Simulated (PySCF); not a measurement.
CF2 (SMILES F[C]F), singlet, at a GFN2-xTB geometry; PySCF with M062X/6-31G, TDDFT.

Input for PySCF:
```python
from pyscf import gto, scf, dft, tdscf

mol = gto.M(
    atom='''
F    -1.034387   -0.205690    0.027185
C    -0.003952    0.589579    0.034005
F     1.037022   -0.187362   -0.049854
''',
    basis='6-31g',
    charge=0,
    spin=0,
    verbose=4,
)

mf = dft.RKS(mol)
mf.xc = 'm062x'
mf.kernel()
td = mf.TDDFT()
td.nstates = 5
td.kernel()
td.analyze()
```

It wrote (shortened):

```
PySCF version 2.14.0

[INPUT] verbose = 4
[INPUT] num. atoms = 3
[INPUT] num. electrons = 24
[INPUT] charge = 0
[INPUT] spin (= nelec alpha-beta = 2S) = 0
[INPUT] symmetry False subgroup None
[INPUT] Mole.unit = angstrom
[INPUT] Symbol           X                Y                Z      unit          X                Y                Z       unit  Magmom
[INPUT]  1 F     -1.034387000000  -0.205690000000   0.027185000000 AA   -1.954708136810  -0.388697766562   0.051372204696 Bohr   0.0
[INPUT]  2 C     -0.003952000000   0.589579000000   0.034005000000 AA   -0.007468197644   1.114142838795   0.064260136866 Bohr   0.0
[INPUT]  3 F      1.037022000000  -0.187362000000  -0.049854000000 AA    1.959687565149  -0.354062866151  -0.094210406214 Bohr   0.0

nuclear repulsion = 64.5843880299052
number of shells = 15
number of NR pGTOs = 66
number of NR cGTOs = 27
basis = 6-31g
ecp = {}

******** <class 'pyscf.dft.rks.RKS'> ********
method = RKS
initial guess = minao
damping factor = 0
level_shift factor = 0
DIIS = <class 'pyscf.scf.diis.CDIIS'>
diis_start_cycle = 1
diis_space = 8
diis_damp = 0
SCF conv_tol = 1e-09
SCF conv_tol_grad = None
SCF max_cycles = 50
direct_scf = True
direct_scf_tol = 1e-13
XC library pyscf.dft.libxc version 7.1.2
    S. Lehtola, C. Steigemann, M. J. T. Oliveira, and M. A. L. Marques,  SoftwareX 7, 1–5 (2018)
XC functionals = m062x
    Y. Zhao and D. G. Truhlar,  Theor. Chem. Acc. 120, 215 (2008)
    Y. Zhao and D. G. Truhlar,  Theor. Chem. Acc. 120, 215 (2008)
radial grids:
    Treutler-Ahlrichs [JCP 102, 346 (1995); DOI:10.1063/1.469408] (M4) radial grids

becke partition: Becke, JCP 88, 2547 (1988); DOI:10.1063/1.454033
pruning grids: <function nwchem_prune>
grids dens level: 3
symmetrized grids: False
atomic radii adjust function: <function treutler_atomic_radii_adjust>
small_rho_cutoff = 0
Set gradient conv threshold to 3.16228e-05
Initial guess from minao.
tot grids = 42648
init E= -237.908287200851
  HOMO = -0.274712004690141  LUMO = -0.0449467184709578  gap/eV = 6.25223
cycle= 1 E= -237.450409415184  delta_E= 0.458  |g|= 0.604  |ddm|= 1.89
  HOMO = -0.411461990234335  LUMO = -0.107200477098918  gap/eV = 8.27938
cycle= 2 E= -237.420921451341  delta_E= 0.0295  |g|= 0.802  |ddm|= 0.905
  HOMO = -0.378685325554255  LUMO = -0.0590559680840284  gap/eV = 8.69756
cycle= 3 E= -237.53261033099  delta_E= -0.112  |g|= 0.0234  |ddm|= 0.476
  HOMO = -0.367058476983404  LUMO = -0.04400659054751  gap/eV = 8.79069
cycle= 4 E= -237.532752677412  delta_E= -0.000142  |g|= 0.0065  |ddm|= 0.0487
  HOMO = -0.369737968011191  LUMO = -0.0462322719020039  gap/eV = 8.80304
cycle= 5 E= -237.532765282097  delta_E= -1.26e-05  |g|= 0.000875  |ddm|= 0.00754
  HOMO = -0.369595649295334  LUMO = -0.0461508595337947  gap/eV = 8.80138
cycle= 6 E= -237.53276570238  delta_E= -4.2e-07  |g|= 9.45e-05  |ddm|= 0.00206
  HOMO = -0.369577609370332  LUMO = -0.0461425818553773  gap/eV = 8.80112
cycle= 7 E= -237.532765707464  delta_E= -5.08e-09  |g|= 6.28e-05  |ddm|= 0.000309
  HOMO = -0.369576867121513  LUMO = -0.046142429209858  gap/eV = 8.80110
cycle= 8 E= -237.532765708122  delta_E= -6.57e-10  |g|= 1.02e-05  |ddm|= 4.47e-05
  HOMO = -0.369576709870078  LUMO = -0.0461426766923472  gap/eV = 8.80109
Extra cycle  E= -237.532765708138  delta_E= -1.6e-11  |g|= 1.15e-05  |ddm|= 2.19e-05
converged SCF energy = -237.532765708138

******** <class 'pyscf.tdscf.rks.TDDFT'> for <class 'pyscf.dft.rks.RKS'> ********
nstates = 5 singlet
deg_eia_thresh = 1.000e-03
wfnsym = None
conv_tol = 1e-05
eigh lindep = 1e-12
eigh level_shift = 0
eigh max_cycle = 100

Excitation energies (eV)
[ 3.85787889  8.29920659  9.96095682 11.00024186 11.43358854]

** Singlet excitation energies and oscillator strengths **
Excited State   1:      3.85788 eV    321.38 nm  f=0.0258
      12 -> 13       -0.72729
Excited State   2:      8.29921 eV    149.39 nm  f=0.0000
      11 -> 13        0.70649
Excited State   3:      9.96096 eV    124.47 nm  f=0.0177
      10 -> 13       -0.64697
      12 -> 14        0.26566
Excited State   4:     11.00024 eV    112.71 nm  f=0.0080
       9 -> 13        0.70480
Excited State   5:     11.43359 eV    108.44 nm  f=0.0310
       8 -> 13        0.32570
      12 -> 15        0.62087

** Transition electric dipole moments (AU) **
state          X           Y           Z        Dip. S.      Osc.
  1        -0.0196      0.0299     -0.5209      0.2726      0.0258
  2         0.0001     -0.0000     -0.0000      0.0000      0.0000
  3        -0.2688     -0.0025      0.0100      0.0723      0.0177
  4         0.0065     -0.0099      0.1724      0.0299      0.0080
  5         0.0024     -0.3323     -0.0191      0.1108      0.0310

** Transition velocity dipole moments (imaginary part, AU) **
state          X           Y           Z        Dip. S.      Osc.
  1        -0.0067      0.0102     -0.1777      0.0317      0.1492
  2         0.0000     -0.0000     -0.0000      0.0000      0.0000
  3        -0.0080     -0.0001      0.0003      0.0001      0.0001
  4         0.0037     -0.0055      0.0959      0.0092      0.0152
  5         0.0016     -0.2262     -0.0130      0.0514      0.0815

** Transition magnetic dipole moments (imaginary part, AU) **
state          X           Y           Z
  1         1.6149      0.0143     -0.0601
  2         0.0042     -0.6190     -0.0357
  3         0.0091     -0.0140      0.2389
  4        -0.1195     -0.0011      0.0046
  5         0.0001     -0.0002      0.0003
```
